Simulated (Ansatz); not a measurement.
The same path of C2H6ClFSi (11 atoms, charge 0, multiplicity 1) was run twice with different band settings. The coordinate that changes most is the dihedral Cl3–C2–C4–H7.

Method: Ansatz, RKS r2SCANh-D4/6-31G.

Relaxed end points:

```xyz
11
Properties=species:S:1:pos:R:3
F -0.119 0.311 1.943
C 0.740 -0.372 1.050
Cl 1.288 -1.948 1.930
C 0.021 -0.678 -0.224
Si -0.725 0.927 -1.004
H 1.652 0.212 0.944
H 0.711 -1.140 -0.935
H -0.789 -1.388 -0.032
H -1.989 1.320 -0.310
H 0.280 2.036 -0.889
H -1.006 0.662 -2.453
```

```xyz
11
Properties=species:S:1:pos:R:3
F 0.574 -1.820 1.802
C 0.365 -0.549 1.224
Cl 2.009 0.365 1.312
C -0.092 -0.694 -0.194
Si -0.446 0.974 -1.092
H -0.300 0.013 1.877
H 0.652 -1.266 -0.758
H -1.018 -1.284 -0.181
H -1.130 1.905 -0.133
H 0.815 1.602 -1.590
H -1.363 0.697 -2.246
```

Common settings: movable images 9; climbing image yes; spring 5.0 eV/Å²; optimiser quadratic models (default); start path through a guess of the saddle point; end points relaxed.

| run | force threshold | iteration limit |
| --- | --- | --- |
| 1 | 0.05 eV/Å | 53 |
| 2 | 0.2 eV/Å | 60 |

Problem. What does each run give, and how far can it be trusted?

Solution. Run 1: converged after 9 iterations, highest image 0.238 eV above the first end. A vibrational analysis at the climbing image gives one clearly imaginary mode, 92i cm⁻¹: a first-order saddle point.
Run 2: converged after 6 iterations, highest image 0.238 eV above the first end. The threshold of 0.2 eV/Å is loose, so the images may lie well off the minimum-energy path. Another band between the same ends (9 images) ends at a top of the same energy, where a vibrational analysis finds 1 clearly imaginary mode.
Limits of this set-up: no polarisation functions.
